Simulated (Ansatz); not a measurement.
Conformers of BrGaH2S2, SMILES `[SH][Ga]([SH])[Br]`, each relaxed with PBE0-D4/def2-TZVP in Ansatz. CBS adds the triple-zeta coupled-cluster correction to the MP2 limit.

Outer-core shells of Br, Ga are correlated without core-valence functions. Scalar relativity is left out up to krypton. Spin–orbit coupling is left out.

Not all of them had a frequency check.

Conformer A:

Cartesian coordinates in Å:
```
S 0.413 2.157 0.454
Ga 0.160 0.133 -0.328
S -0.722 -1.490 0.844
Br 0.856 -0.269 -2.462
H -0.122 1.845 1.648
H -0.585 -2.376 -0.157
```

Conformer B:

Z-matrix (Å, degrees):
```
Ga
S 1 2.185
Br 1 2.286 2 119.5
S 1 2.185 2 121.1 3 180.0
H 2 1.344 1 92.6 3 0.1
H 4 1.344 1 92.6 2 179.7
```

Conformer C:

```xyz
6

S     1.176    0.229    1.568
Ga   -0.451   -0.453    0.272
S    -0.788    0.161   -1.801
Br   -1.928   -1.938    1.163
H     1.709    1.028    0.628
H     0.282    0.973   -1.829
```

(1) Which is lowest in electronic energy at CCSD(T)/CBS (frozen core, def2 sets), and by how much? (Estimate.)

(2) Give the energies relative to B (kJ/mol) with r2SCAN-D4/def2-TZVPP, PBE/def2-TZVPP, r2SCAN/def2-TZVPP, B3LYP/def2-TZVPP, HF/def2-QZVPP, SCS-MP2/def2-QZVPP, CCSD/CBS(def2). (An estimate is asked.)

## Answers

(1) Ansatz gave: B; A lies 0.6 kJ/mol higher, C lies 2.5 kJ/mol higher. Gaps under about 2 kJ/mol don't settle the order.

(2) Computed: 
```tsv
level	A	C
r2SCAN-D4/def2-TZVPP	0.9	3.2
PBE/def2-TZVPP	0.9	3.2
r2SCAN/def2-TZVPP	0.9	3.2
B3LYP/def2-TZVPP	0.7	2.6
HF/def2-QZVPP	0.1	1.9
SCS-MP2/def2-QZVPP	0.6	2.5
CCSD/CBS(def2)	0.5	2.4
```

B3LYP here is the variant with VWN-RPA as its local correlation; programs differ in this.
